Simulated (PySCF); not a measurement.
# CoN: frontier orbitals

PBE0 at R = 1.639 Å; PySCF, no relativity, basis sets Co def2-TZVP, N def2-TZVP. State: ⁵Δ (quintet), unpaired electrons σ ↑, π ↑↑, δ ↑. Only the outer orbitals are listed, counted within each symmetry.

```
spin  orbital  occ.  ε (eV)  on Co (%)           main shells (%)
   α       3π     1  -10.32         75           75 Co d, 25 N p
   α       3π     1  -10.32         75           75 Co d, 25 N p
   α       8σ     1  -10.00         70    70 Co d, 21 N p, 8 N s
   α       1δ     1   -9.96        100                  100 Co d
   α       1δ     1   -8.77        100                  100 Co d
   α       4π     1   -6.61         32           68 N p, 24 Co d
   α       4π     1   -6.61         32           68 N p, 24 Co d
   α       9σ     1   -6.52         63  52 Co s, 38 N p, 10 Co d
   α      10σ     0   -2.25         76  52 Co s, 30 N p, 14 Co d
   α       5π     0    1.78         93          76 Co p, 17 Co d
   α       5π     0    1.78         93          76 Co p, 17 Co d
   β       7σ     1  -18.03         13                    85 N s
   β       8σ     1   -7.60         29   60 N p, 26 Co d, 10 N s
   β       1δ     1   -7.45        100                  100 Co d
   β       3π     1   -7.39         78           77 Co d, 22 N p
   β       3π     1   -7.39         78           77 Co d, 22 N p
   β       9σ     0   -2.66        103          84 Co s, 18 Co d
   β       4π     0   -1.36         35  65 N p, 20 Co d, 15 Co p
   β       4π     0   -1.36         35  65 N p, 20 Co d, 15 Co p
```

Task: Which are the highest filled and the lowest empty level, where do they sit, and how wide is the gap?

Result: Highest filled α 9σ at -6.52 eV (in %: 52 Co s, 38 N p, 10 Co d); lowest empty β 9σ at -2.66 eV (in %: 84 Co s, 18 Co d); the gap at PBE0 is 3.86 eV.

```
bond order (Mayer)                              : 2.02
⟨S²⟩                                            : 6.041
charge on Co (Mulliken, basis-dependent)        : 0.48
charge on Co (Löwdin, basis-dependent)          : 0.29
dipole moment (positive dipole means Co(−)N(+)) : -4.28 D
polarisability along the bond                   : 53.7 bohr³
polarisability across the bond                  : 24.8 bohr³
```

Shares are Mulliken populations and can fall outside 0 to 100 %.

With d or f electrons several states lie close, and the lowest PBE0 determinant need not be the measured ground state.
